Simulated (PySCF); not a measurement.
CH5MgNO, singlet, geometry from GFN2-xTB (such geometries of metal compounds can be far from the true shape); PBE/cc-pVDZ, polarisability (PySCF).

PySCF was given this input:
```python
from pyscf import gto, scf, dft
from pyscf.prop import polarizability

mol = gto.Mole()
mol.atom = '''
    Mg    0.91986293    0.11420625    0.09575925
    O    -0.39551637   -0.26933166   -0.92112658
    C    -1.71280254   -0.49502796   -1.27611905
    H    -2.33890647    0.38407749   -1.07390941
    H    -1.75929014   -0.71125236   -2.35152557
    H    -2.13157079   -1.35229538   -0.73283989
    N     1.06622982    0.58732091    1.92059707
    H     0.61890244   -0.12127200    2.49420422
    H     0.54984709    1.44384201    2.09650707
'''
mol.basis = 'cc-pvdz'
mol.verbose = 4
mol.build()

mf = dft.RKS(mol)
mf.xc = 'pbe'
mf.kernel()
alpha = mf.Polarizability().polarizability()[2, 2]
print('alpha_zz =', alpha)
```

Output, abridged:

```
site-packages/pyscf/prop/efg/rhf.py:45: UserWarning: Module EFG is under testing
  warnings.warn('Module EFG is under testing')
site-packages/pyscf/prop/efg/dhf.py:30: UserWarning: Module EFG is under testing
  warnings.warn('Module EFG is under testing')
site-packages/pyscf/prop/zfs/uhf.py:40: UserWarning: Module ZFS is under testing
  warnings.warn('Module ZFS is under testing')
site-packages/pyscf/prop/gtensor/uhf.py:43: UserWarning: Module g-tensor is under testing
  warnings.warn('Module g-tensor is under testing')
site-packages/pyscf/prop/gtensor/uks.py:41: UserWarning: Module g-tensor is under testing
  warnings.warn('Module g-tensor is under testing')
site-packages/pyscf/prop/hfc/uks.py:35: UserWarning: Module HFC is under testing
  warnings.warn('Module HFC is under testing')
site-packages/pyscf/prop/magnetizability/rhf.py:39: UserWarning: Module magnetizability is under testing
  warnings.warn('Module magnetizability is under testing')
site-packages/pyscf/prop/magnetizability/uhf.py:37: UserWarning: Module magnetizability is under testing
  warnings.warn('Module magnetizability is under testing')
site-packages/pyscf/prop/magnetizability/rks.py:37: UserWarning: Module magnetizability is under testing
  warnings.warn('Module magnetizability is under testing')
site-packages/pyscf/prop/magnetizability/uks.py:39: UserWarning: Module magnetizability is under testing
  warnings.warn('Module magnetizability is under testing')
site-packages/pyscf/prop/polarizability/uhf.py:34: UserWarning: Module polarizability is under testing
  warnings.warn('Module polarizability is under testing')
site-packages/pyscf/prop/polarizability/rks.py:29: UserWarning: Module polarizability is under testing
  warnings.warn('Module polarizability is under testing')
site-packages/pyscf/prop/polarizability/uks.py:29: UserWarning: Module polarizability is under testing
  warnings.warn('Module polarizability is under testing')
PySCF version 2.14.0

[INPUT] verbose = 4
[INPUT] num. atoms = 9
[INPUT] num. electrons = 38
[INPUT] charge = 0
[INPUT] spin (= nelec alpha-beta = 2S) = 0
[INPUT] symmetry False subgroup None
[INPUT] Mole.unit = angstrom
[INPUT] Symbol           X                Y                Z      unit          X                Y                Z       unit  Magmom
[...]
nuclear repulsion = 139.012854856884
number of shells = 35
number of NR pGTOs = 154
number of NR cGTOs = 85
basis = cc-pvdz
ecp = {}

******** <class 'pyscf.dft.rks.RKS'> ********
method = RKS
initial guess = minao
damping factor = 0
level_shift factor = 0
DIIS = <class 'pyscf.scf.diis.CDIIS'>
diis_start_cycle = 1
diis_space = 8
diis_damp = 0
SCF conv_tol = 1e-09
SCF conv_tol_grad = None
SCF max_cycles = 50
direct_scf = True
direct_scf_tol = 1e-13
XC library pyscf.dft.libxc version 7.1.2
    S. Lehtola, C. Steigemann, M. J. T. Oliveira, and M. A. L. Marques,  SoftwareX 7, 1–5 (2018)
XC functionals = pbe
    J. P. Perdew, K. Burke, and M. Ernzerhof,  Phys. Rev. Lett. 77, 3865 (1996)
    J. P. Perdew, K. Burke, and M. Ernzerhof,  Phys. Rev. Lett. 78, 1396 (1997)
    J. P. Perdew, K. Burke, and M. Ernzerhof,  Phys. Rev. Lett. 77, 3865 (1996)
    J. P. Perdew, K. Burke, and M. Ernzerhof,  Phys. Rev. Lett. 78, 1396 (1997)
radial grids:
    Treutler-Ahlrichs [JCP 102, 346 (1995); DOI:10.1063/1.469408] (M4) radial grids

becke partition: Becke, JCP 88, 2547 (1988); DOI:10.1063/1.454033
pruning grids: <function nwchem_prune>
grids dens level: 3
symmetrized grids: False
atomic radii adjust function: <function treutler_atomic_radii_adjust>
small_rho_cutoff = 0
Set gradient conv threshold to 3.16228e-05
Initial guess from minao.
tot grids = 109728
init E= -370.978858142082
[...]
cycle= 1 E= -370.575462360439  delta_E= 0.403  |g|= 1.12  |ddm|= 2.62
[...]
cycle= 2 E= -366.966425599184  delta_E= 3.61  |g|= 3.32  |ddm|= 4.01
[...]
cycle= 3 E= -370.775099799057  delta_E= -3.81  |g|= 0.562  |ddm|= 3.59
[...]
cycle= 4 E= -370.807536877771  delta_E= -0.0324  |g|= 0.445  |ddm|= 0.772
[...]
cycle= 5 E= -370.852232002382  delta_E= -0.0447  |g|= 0.0462  |ddm|= 0.358
[...]
cycle= 6 E= -370.852720122082  delta_E= -0.000488  |g|= 0.0172  |ddm|= 0.0522
[...]
cycle= 7 E= -370.852775536773  delta_E= -5.54e-05  |g|= 0.0061  |ddm|= 0.0157
[...]
cycle= 8 E= -370.85278510634  delta_E= -9.57e-06  |g|= 0.00133  |ddm|= 0.00582
[...]
cycle= 9 E= -370.852785564519  delta_E= -4.58e-07  |g|= 0.000221  |ddm|= 0.00153
[...]
cycle= 10 E= -370.852785578753  delta_E= -1.42e-08  |g|= 5.18e-05  |ddm|= 0.000265
[...]
cycle= 11 E= -370.85278557951  delta_E= -7.57e-10  |g|= 2.67e-06  |ddm|= 6.05e-05
[...]
Extra cycle  E= -370.85278557951  delta_E= 5.12e-13  |g|= 4.67e-06  |ddm|= 7.14e-06
converged SCF energy = -370.85278557951
Isotropic polarizability 46.434904434
Polarizability anisotropy 12.3124666736
alpha_zz = 47.463802624834486
```
